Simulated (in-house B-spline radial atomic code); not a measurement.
Sb⁴⁺. Computed with a B-spline radial atomic code. Model: all-electron spherical atom, spin shells full or empty, radial basis limit, no spin-orbit coupling, Breit or QED, empty-state partial waves extrapolated as (l+1/2)^-4, RPA, G0W0 and static COHSEX of the highest shell as one setting changes (uncorrelated shells keep exact exchange).

In a row where one electron alone is correlated, RPA and GW hold only self-correlation.

Given: element Sb; charge 4; filled core Kr; hamiltonian one-electron scalar X2C; mean-field start r2SCAN; highest l of empty states 9; nuclear rms radius 4.6802 fm; highest mean-field shell 5s up.

Shell: 4d 5 5, 5s 1 0 (electrons up and down).

```
lowest nl shells left uncorrelated  RPA correlation energy (hartree)  G0W0 level (eV)  G0W0 minus most complete (meV)  COHSEX level (eV)
                                 0                           -3.7004          -55.757                               0            -57.452
                                 1                           -3.5247          -55.757                             0.2            -57.452
                                 2                            -3.331           -55.76                            -2.9            -57.459
                                 3                                 ?                ?                               ?                  ?
                                 4                                 ?                ?                               ?                  ?
                                 5                           -2.0663          -55.762                            -5.1            -57.473
                                 6                           -1.2294          -55.691                            65.9            -57.365
                                 7                           -1.0716          -55.766                            -9.3            -57.503
                                 8                          -0.63024          -55.672                            85.2            -57.353
                                 9                         -0.019758          -54.446                          1311.1            -55.512
```

What follows for lowest nl shells left uncorrelated = 4?

RPA correlation energy -2.597 hartree; G0W0 level -55.773 eV; G0W0 minus most complete -15.8 meV; COHSEX level -57.484 eV.

What follows for lowest nl shells left uncorrelated = 3?

RPA correlation energy -2.7769 hartree; G0W0 level -55.756 eV; G0W0 minus most complete 0.7 meV; COHSEX level -57.45 eV.
